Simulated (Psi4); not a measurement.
scandium atom (Sc), doublet (typed; the unrestricted solution is spin-contaminated). Base run: TPSS/cc-pVTZ run with Psi4 1.11.

The Psi4 input:
```
memory 2 GB

molecule mol {
0 2
Sc    0.000000    0.000000    0.000000
}

set {
  basis cc-pvtz
  reference uks
}

energy('tpss')
print_variables()
```

Variants of this job, named by their change:

```json
[
 {"change": "base", "E (Eh)": "-760.64444", "<S^2>": "1.178", "core-seconds (rough)": "10", "outcome": "converged"},
 {"change": "functional = m06-l", "E (Eh)": "-760.58510", "<S^2>": "0.846", "core-seconds (rough)": "20", "outcome": "converged"},
 {"change": "functional = bhhlyp", "E (Eh)": "-760.62793", "<S^2>": "0.758", "core-seconds (rough)": "10", "outcome": "converged"},
 {"change": "functional = r2scan", "E (Eh)": "-760.58099", "<S^2>": "1.249", "core-seconds (rough)": "10", "outcome": "converged"},
 {"change": "functional = x3lyp", "E (Eh)": "-760.58494", "<S^2>": "0.803", "core-seconds (rough)": "10", "outcome": "converged"},
 {"change": "functional = svwn", "E (Eh)": "-", "<S^2>": "-", "core-seconds (rough)": "-", "outcome": "not converged"},
 {"change": "functional = pw6b95", "E (Eh)": "-761.12081", "<S^2>": "0.775", "core-seconds (rough)": "10", "outcome": "converged"},
 {"change": "functional = wb97x", "E (Eh)": "-760.61958", "<S^2>": "0.751", "core-seconds (rough)": "20", "outcome": "converged"},
 {"change": "functional = b3lyp5", "E (Eh)": "-760.56449", "<S^2>": "0.822", "core-seconds (rough)": "10", "outcome": "converged"},
 {"change": "functional = b3lyp", "E (Eh)": "-760.64519", "<S^2>": "0.821", "core-seconds (rough)": "10", "outcome": "converged"},
 {"change": "functional = blyp", "E (Eh)": "-760.64109", "<S^2>": "1.010", "core-seconds (rough)": "10", "outcome": "converged"},
 {"change": "functional = cam-b3lyp", "E (Eh)": "-760.65514", "<S^2>": "0.770", "core-seconds (rough)": "20", "outcome": "converged"},
 {"change": "functional = bp86", "E (Eh)": "-760.70848", "<S^2>": "1.121", "core-seconds (rough)": "10", "outcome": "converged"}
]
```

Total energies compare only within one method and basis.

Open shells are given as the SCF converged; they aren't shown to be the lowest states, and a large step between rows can be another state.
